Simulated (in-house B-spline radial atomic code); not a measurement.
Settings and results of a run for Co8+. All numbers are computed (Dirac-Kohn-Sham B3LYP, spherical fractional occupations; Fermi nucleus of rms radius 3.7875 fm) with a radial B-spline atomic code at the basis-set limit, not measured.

Command:
```bash
python run_scf.py task.json out
```
Settings (nuclear radius in fm, mass in u):
```
Z                27
configuration    [Ar] 3d1
hamiltonian      dirac
method           b3lyp
spin_polarised   False
nucleus          fermi
rms_radius       3.7875
atomic_mass      58.93319
speed_of_light   137.035999084
```

Output (hartree, bohr):
```
 radial grid: 64 intervals, B-splines of order 8, outer radius 7.931 bohr

 iter        energy (Eh)    residual
    1       -1363.349245    7.62e-01
    2       -1371.164732    2.53e-01
    3       -1371.937081    8.97e-02
    4       -1372.035269    3.11e-02
    5       -1372.046987    9.46e-03
    6       -1372.048408    2.57e-04
    7       -1372.048409    5.06e-06
    8       -1372.048409    3.72e-08

 total energy                     -1372.04841
 kinetic                            1393.1989
 electron-nucleus                  -3159.2312
 Hartree                             447.8252
 exact exchange                      -10.4953
 exchange-correlation                -43.3460

 first-order corrections (not in the total)
   Gaunt                             0.5861
   retardation                      -0.0523
   frequency dependence             -0.0015
   self-energy                       0.3896
   Uehling                          -0.0336
   Wichmann-Kroll                    0.0002
   recoil                            0.0099

 orbital      occ     eigenvalue          <r>       <r^2>       <1/r>       <r^4>       r_max    small
 1s1/2      2.000      -287.2033    0.0562004  0.00424843     27.0273  4.6451e-05     0.03679  9.45e-03
 2s1/2      2.000       -40.5118     0.254647    0.076545     5.85047   0.0101828      0.2131  1.76e-03
 2p1/2      2.000       -36.0398     0.222379   0.0607555     5.79168  0.00747239      0.1703  1.74e-03
 2p3/2      4.000       -35.4933     0.225462   0.0623166     5.68113  0.00782238      0.1729  1.71e-03
 3s1/2      2.000       -10.0775     0.717526    0.587978     1.98911    0.528479      0.6449  4.54e-04
 3p1/2      2.000        -8.6652      0.72521    0.609312     1.89705    0.593888        0.64  4.22e-04
 3p3/2      4.000        -8.5784     0.731682    0.619974      1.8733    0.614073      0.6461  4.17e-04
 3d3/2      0.400        -6.1875     0.727105     0.62919     1.68303    0.730586       0.579  3.42e-04
 3d5/2      0.600        -6.1749     0.728953    0.632192     1.67777    0.736949      0.5806  3.41e-04
```

Cost of the run: 1.2 s on 1 thread of Arm Neoverse V1, with other jobs on the host.

For the Dirac Hamiltonian the kinetic term is c α·p + (β - 1)c².

Caution: exact exchange at fractional occupations of open shells leaves self-interaction of up to several eV.
